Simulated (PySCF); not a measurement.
## Ionisation energy of Sn by level of theory

Sn [Kr] 4d10 5s2 5p2 (3P) → Sn+ [Kr] 4d10 5s2 5p1 (2P), as a difference of total energies. Calculation: PySCF 2.14, in cc-pVDZ-PP with ECP28MDF (4s3p2d, 23 functions); a scalar-relativistic core potential. Correlated levels: valence: 4s2 4p6 4d10 frozen. The calculations carry no spin-orbit coupling.

```tsv
method	ionisation energy (eV)	error (eV)
UHF	6.858	-0.531
B3LYP	7.260	-0.129
r2SCAN	7.409	+0.020
MP2 (valence)	7.071	-0.318
SCS-MP2 (valence)	7.017	-0.372
CCSD (valence)	7.095	-0.294
CCSD(T) (valence)	7.101	-0.288
```

Reference: 7.389 eV (measured; NIST levels, between the centres of gravity of the two terms).

Errors of the correlated levels include the incompleteness of this basis and the frozen core.
